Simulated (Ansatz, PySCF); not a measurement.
SrCl, SMILES [Cl][Sr+], charge +1. Atoms are numbered in the order given.

```xyz
2

Sr     0.0000     0.0000    -0.7626
Cl     0.0000     0.0000     1.7107
```
Charge +1, spin multiplicity 1.

Geometry optimised at r2SCAN-D4/def2-TZVPD. The spin state was assumed, not searched. The def2 effective core potentials stand for the cores of Sr; spin–orbit coupling is left out.

Two levels are set side by side: PBE-D3(BJ)/def2-TZVPD (Ansatz, an electronic-structure program) and r2SCAN-D4/def2-TZVPD (Ansatz). Each level has its own optimised geometry; the coordinates shown are those of the second. Frequencies come from the Hessian of PySCF at each geometry. Differences are taken from unrounded values.

```json
[
 {"quantity": "bond Sr1–Cl2 (Å)", "r2SCAN-D4": "2.473"},
 {"quantity": "highest harmonic wavenumber (cm⁻¹)", "r2SCAN-D4": "364"},
 {"quantity": "mean harmonic wavenumber (cm⁻¹)", "r2SCAN-D4": "364"},
 {"quantity": "zero-point energy (kcal/mol)", "r2SCAN-D4": "0.52"}
]
```

Question: What does PBE-D3(BJ) give, and how far is it from r2SCAN-D4? (An estimate is asked for; the answer gives what the named calculation found.)

Answer: 
| quantity | PBE-D3(BJ) | PBE-D3(BJ) minus r2SCAN-D4 |
|---|---|---|
| bond Sr1–Cl2 (Å) | 2.469 | -0.005 |
| highest harmonic wavenumber (cm⁻¹) | 359 | -5 |
| mean harmonic wavenumber (cm⁻¹) | 359 | -5 |
| zero-point energy (kcal/mol) | 0.51 | -0.01 |

On these quantities the two levels nearly agree.
